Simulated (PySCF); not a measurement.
# Yb: ionisation energy

Yb [Xe] 4f14 6s2 → Yb⁺ [Xe] 4f14 6s1 [6s1/2^1, M_J = 1/2], as a difference of total energies. All numbers are calculated (PySCF 2.14, the two-component X2C-1e Hamiltonian, in x2c-TZVPall-2c with one added diffuse shell each of s, p, d, f type (12s12p11d5f1g, 147 functions)). Correlated levels: [Ar] 3d10 frozen; the 18 highest virtual spinors dropped. "Screened" scales the spin-orbit matrix elements by Boettger's factors to mimic the two-electron term; Breit and QED terms are absent.

| method | ionisation energy (eV) |
| --- | --- |
| GHF (spin-free) | 5.138 |
| GMP2 (spin-free) | 6.191 |
| GHF (screened spin-orbit) | 5.142 |
| GMP2 (screened spin-orbit) | 6.197 |

Problem. How much does correlation contribute at GMP2 (screened spin-orbit)?

Solution. 6.197 − (5.142) = 1.055 eV, measured against GHF (screened spin-orbit).

For comparison: 6.254 eV (measured; NIST Atomic Spectra Database, ionization energies).
